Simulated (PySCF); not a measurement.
C₃H₈OSi, SMILES C=C[SiH2]OC.

Geometry: ωB97X-D3(BJ)/def2-SVP. One conformer was computed; it need not be the lowest.

Computed with PBE/def2-TZVP (PySCF).

Symmetry labels are those of the subgroup Cs that the program uses (full group Cs).

Problem. List the valence orbital energies around the gap with their symmetry. (An estimate is asked for; the answer gives what the named calculation found.)

Solution. 
| orbital | symmetry | energy (eV) |
|---|---|---|
| HOMO−7 | A' | -10.88 |
| HOMO−6 | A' | -10.63 |
| HOMO−5 | A' | -9.56 |
| HOMO−4 | A" | -8.54 |
| HOMO−3 | A' | -7.60 |
| HOMO−2 | A' | -7.24 |
| HOMO−1 | A" | -6.77 |
| HOMO | A" | -6.51 |
| LUMO | A" | -1.41 |
| LUMO+1 | A' | -0.34 |
| LUMO+2 | A' | 0.60 |
| LUMO+3 | A' | 1.14 |
